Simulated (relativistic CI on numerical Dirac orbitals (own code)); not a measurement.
## Ce4+: M4,5 absorption edge

Computed with this model: Dirac-Coulomb-Breit CI, separate exchange-only KLI orbitals for each configuration, QED by a radiative potential, valence Slater integrals scaled by 0.7, multiplet model of core-to-valence dipole absorption; configurations [Kr] 4d10 5s2 5p6 → [Ar] 3d9 4s2 4p6 4d10 4f 5s2 5p6; 80 K; Lorentzian 0.6 eV and Gaussian 0.4 eV FWHM. Energies are those of the free ion, without screening or charge transfer. The branching ratio is the share of the lower-energy edge in the whole absorption, uncertain by about 0.02 where the edges overlap. S is read from ⟨S²⟩ = S(S + 1).

Computed curve for free ion, scaled to 100 at the maximum (points under 2 are left out and the grid is thinned):

(Energy (eV), Intensity): (885.6, 2.1), (885.8, 2.6), (886.1, 3.8), (886.3, 5.0), (886.5, 7.0), (886.7, 10.5), (887.0, 22.5), (887.2, 40.0), (887.4, 63.3), (887.6, 72.9), (887.9, 45.3), (888.1, 25.6), (888.3, 14.8), (888.5, 9.3), (888.8, 5.4), (889.0, 4.0), (889.2, 3.1), (889.4, 2.5), (903.0, 2.0), (903.2, 2.4), (903.4, 2.9), (903.6, 3.6), (903.9, 5.2), (904.1, 6.9), (904.3, 9.7), (904.5, 14.5), (904.8, 31.2), (905.0, 55.6), (905.2, 87.5), (905.4, 100.0), (905.7, 61.4), (905.9, 34.7), (906.1, 20.1), (906.3, 12.6), (906.6, 7.3), (906.8, 5.4), (907.0, 4.2), (907.2, 3.3), (907.5, 2.5), (907.7, 2.1)

The ground state has S = 0.00, and the centroid lies at 897.83 eV.
